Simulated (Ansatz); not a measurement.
A CCSD(T) single point on C2H7AlOSi.

```yaml
crystal:
  periodic: [false, false, false]
  atoms:
    - {symbol: C, position_ang: [-1.921018, -0.010727, 0.689176]}
    - {symbol: Al, position_ang: [-0.143801, 0.235796, -0.072728]}
    - {symbol: Si, position_ang: [1.797671, -1.216512, 0.254446]}
    - {symbol: C, position_ang: [0.201482, 1.876747, -1.059980]}
    - {symbol: O, position_ang: [-0.169743, 1.011486, -1.882940]}
    - {symbol: H, position_ang: [-2.651991, 0.675686, 0.253694]}
    - {symbol: H, position_ang: [-1.909589, 0.160300, 1.770321]}
    - {symbol: H, position_ang: [-2.282799, -1.031189, 0.532474]}
    - {symbol: H, position_ang: [2.273404, -1.178691, 1.669253]}
    - {symbol: H, position_ang: [2.949710, -0.810730, -0.602428]}
    - {symbol: H, position_ang: [1.502157, -2.646547, -0.054267]}
    - {symbol: H, position_ang: [0.431619, 2.879080, -1.462922]}
basis:
  gaussian: {orbitals: def2-TZVPP}
correlation: {method: ccsd_t}
```

```sh
$ ansatz run in.yaml --threads 4 --pin off --events-out ev --progress --plain --max-ram 10444MiB
```

Output of Ansatz, abridged:

```
Functional definition: HF
1606 factors; integrals over basis functions are off by at most 1.1e-3 eV
mean field evaluation 1: about -18651.3961 eV, gradient 4.0e1 eV
mean field evaluation 2: about -18651.6341 eV, gradient 4.0e1 eV
mean field evaluation 4: about -18655.6388 eV, gradient 5.5e0 eV
mean field evaluation 8: about -18655.7458 eV, gradient 3.8e-1 eV
mean field -18655.74644224 eV, -685.5860364333 hartree, gradient 4.4e-6 eV, S^2 0.000000; 0 other end points of the search recorded, 0 dependent functions left out
13 core orbitals not correlated: weight in the atoms' cores, before any rotation towards them, 1.000 or more for the frozen orbitals, at most 0.000 for the correlated occupied ones
reference -18655.74644224 eV, -685.5860364333 hartree; 14, 14 occupied and 248, 248 virtual orbitals, 1606 factors
second order -20.83213124 eV of doubles, -0.00000000 eV of singles
cycle   1  -21.49828479 eV  change   -6.7e-1 eV  update   1.2e-1
cycle   2  -22.12742586 eV  change   -6.3e-1 eV  update   3.9e-2
cycle   3  -22.29546545 eV  change   -1.7e-1 eV  update   2.2e-2
cycle   4  -22.27979927 eV  change    1.6e-2 eV  update   6.1e-3
cycle   5  -22.27936322 eV  change    4.4e-4 eV  update   2.9e-3
cycle   6  -22.27978939 eV  change   -4.3e-4 eV  update   8.9e-4
cycle   7  -22.27930006 eV  change    4.9e-4 eV  update   3.7e-4
cycle   8  -22.27933818 eV  change   -3.8e-5 eV  update   1.3e-4
cycle   9  -22.27940064 eV  change   -6.2e-5 eV  update   5.5e-5
cycle  10  -22.27937600 eV  change    2.5e-5 eV  update   2.7e-5
perturbative correction -0.91316207 eV, -0.0335580872 hartree
Total energy: -18678.93898031 eV, -686.4383464868 hartree
```

Hardware: 4 threads of an Arm Neoverse V1 on a shared host. Wall time 3.2 min, peak host memory 7.1 GiB.

Correlation energy per correlated electron: -0.828 eV. T1 diagnostic: 0.0157.
